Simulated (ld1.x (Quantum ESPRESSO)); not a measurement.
**Configuration tests for beryllium (TM)**

| Quantity | Value |
| --- | --- |
| Element | beryllium |
| Generator | ld1.x (Quantum ESPRESSO) 7.5 |
| Type | norm-conserving Troullier–Martins (Kleinman–Bylander form) |
| Functional | PBE |
| Relativity | fully relativistic |
| Frozen core | none |
| Valence charge | 4 |
| Reference configuration | 1s2 2s0 2p0 (charge +2) |
| Partial waves | 1s (bound): rc 0.35 bohr; 3d channel at 0.05 Ry: rc 1.50 bohr; 2p (bound, empty): rc 2.00 bohr |
| Local potential | the p channel |
| Core correction | none |

Open shells are filled in proportion to 2j + 1 (rel_dist='average').

Energies are relative to the spin-unpolarised reference configuration 1s2 2s0 2p0; without spin polarisation the order of configurations can differ from experiment. The p channel is local and has no spin–orbit splitting in the pseudo-atom.

| valence configuration | charge | ΔE all-electron (eV) | error AE − PS (meV) |
| --- | --- | --- | --- |
| 1s2 2s2 2p0 | 0 | -27.499 | +530 |
| 1s2 2s1 2p0 | +1 | -17.949 | +396 |
| 1s2 2s1.5 2p0 | +0.5 | -23.738 | +485 |
| 1s1 2s2 2p0 | +1 | 100.783 | +1588 |
| 1s2 2s0 2p1 | +1 | -14.039 | +4.3 |
| 1s2 2s1 2p1 | 0 | -23.887 | +281 |
| 1s2 2s0 2p2 | 0 | -20.248 | -3.9 |

Levels in the configuration 1s2 2s0 2p2:

```json
{"level": "1s j=1/2", "all-electron (eV)": "-108.848", "pseudo (eV)": "-108.944"}
{"level": "2p j=1/2", "all-electron (eV)": "-2.940", "pseudo (eV)": "-2.930"}
{"level": "2p j=3/2", "all-electron (eV)": "-2.939", "pseudo (eV)": "-2.930"}
```

A Bessel basis up to 400 Ry misses an occupied level by 0.03 Ry, so cutoffs and ghosts were not judged.
